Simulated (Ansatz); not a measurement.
Consider the ligand exchange at the Al–N bond: `B[NH][AlH][SeH]` + CH₃OH → `C[O][AlH][SeH]` + `BN`.

Computed with Ansatz on PBE0-D4/def2-TZVP structures; ΔE is electronic, products minus reactants. CCSD(T)/CBS is the MP2 limit (def2-TZVPP, def2-QZVPP) plus CCSD(T) − MP2 in def2-TZVPP, frozen cores. This one scheme is used for every species. DFT in def2-TZVPP. For Se outer-core shells are correlated without core-valence functions, which leaves a few kJ/mol of doubt a bond. Scalar relativity is left out up to krypton. Each species was taken in one conformer, which may not be the lowest.

**Question.** Is it downhill or uphill in electronic energy at CCSD(T)/CBS, and by how much? (An estimate is asked.)

**Answer.** The calculation gave: Downhill: ΔE = -56.9 kJ/mol.

**Question.** What do these levels give: PBE-D4, ωB97X-V, PBE0, MP2/def2-TZVPP, MP2/def2-QZVPP, SCS-MP2/def2-QZVPP? (Best estimate.)

**Answer.** The calculation gave: PBE-D4 -59.9, ωB97X-V -60.0, PBE0 -57.9, MP2/def2-TZVPP -58.0, MP2/def2-QZVPP -58.0, SCS-MP2/def2-QZVPP -58.4 kJ/mol.

Largest T1 diagnostic among the species: 0.012.
